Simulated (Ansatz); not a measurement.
Cost and result for the atomization energy of BGaH₆OSSi (11 atoms, 11 bonds).

```xyz
11

O    -0.119    1.956    0.742
Si   -0.429    1.012   -0.560
S     1.355   -0.236   -1.213
B    -0.393   -0.900   -0.412
Ga   -0.048   -1.463    1.554
H     0.216    2.843    0.600
H    -0.732    1.867   -1.740
H     1.040   -0.114   -2.519
H    -1.015   -1.603   -1.151
H     1.362   -1.355    2.260
H    -1.236   -2.007    2.439
```

Total charge 0; spin multiplicity 1. Correlated methods include outer-core shells of Ga, which these sets cover unevenly. Scalar relativity is left out up to krypton. The bonds changed during the relaxation, so this is another structure than the one it started from. The structure was optimised at the PBE0-D4/def2-TZVP level. It is one conformer, not always the lowest. Program: Ansatz. All runs use 4 threads of an Intel Xeon 6975P-C on a shared host. Times are those of one run each, without the atoms' runs, and a repeat can differ threefold. Electronic energies, without spin–orbit coupling; frozen cores. CCSD(T)/CBS adds CCSD(T) − MP2 in def2-TZVPP to the MP2 limit, and its time is that of the two runs behind it. T1 = 0.014. With those shells the extrapolation isn't a true limit. HSE06 is the plane-wave form, built on full-range PBE exchange.

CCSD(T)/CBS is a level of theory with its own doubt, some kJ/mol a heavy atom from the limit and from the frozen cores, so smaller differences don't rank the functionals.

```tsv
level	functions	wall time	atomization (kJ/mol)	difference from CCSD(T)/CBS	per bond
BLYP-D4/def2-TZVPP	278	2.4 s	3325.6	-48.1	-4.4
PBE-D4/def2-TZVPP (with forces)	278	2.6 s	3408.7	35.0	3.2
BHLYP-D4/def2-TZVPP	278	4 s	3264.0	-109.7	-10.0
HSE06-D4/def2-TZVPP	278	4.2 s	3363.3	-10.4	-0.9
CAM-B3LYP-D4/def2-TZVPP	278	4.5 s	3358.9	-14.8	-1.3
r2SCAN-D4/def2-TZVPP (with forces)	278	5 s	3405.2	31.5	2.9
r2SCANh-D4/def2-TZVPP	278	6 s	3382.8	9.1	0.8
PBE-QIDH/def2-TZVPP	278	7 s	3350.2	-23.5	-2.1
CCSD(T)/def2-SVP	126	7.5 s	3118.7	-255.0	-23.2
B97M-V/def2-TZVPP	278	8.5 s	3417.4	43.7	4.0
MP2/def2-QZVPP	523	21 s	3389.0	15.3	1.4
CCSD(T)/def2-TZVPP	278	93 s	3284.6	-89.1	-8.1
CCSD(T)/CBS(def2)	–	110 s	3373.7	0.0	0.0
```

In def2-TZVPP, CCSD(T) changes the Hartree–Fock value by +887.8 kJ/mol (the triples alone add +58.1 kJ/mol) and MP2 by +939.8 kJ/mol; breaking electron pairs costs correlation energy, which Hartree–Fock lacks. From r2SCAN to r2SCAN0 (25 % exact exchange), in def2-TZVPP and without D4, the atomization energy moves by −55.7 kJ/mol: exact exchange takes away binding that semilocal exchange gives to molecules. Leaving LDA and LC-ωPBE aside and taking each functional with its dispersion term where it has one, the values spread over 153.4 kJ/mol, from BHLYP-D4 to B97M-V. LDA lies +493.0 kJ/mol from PBE without D4, its usual overbinding.
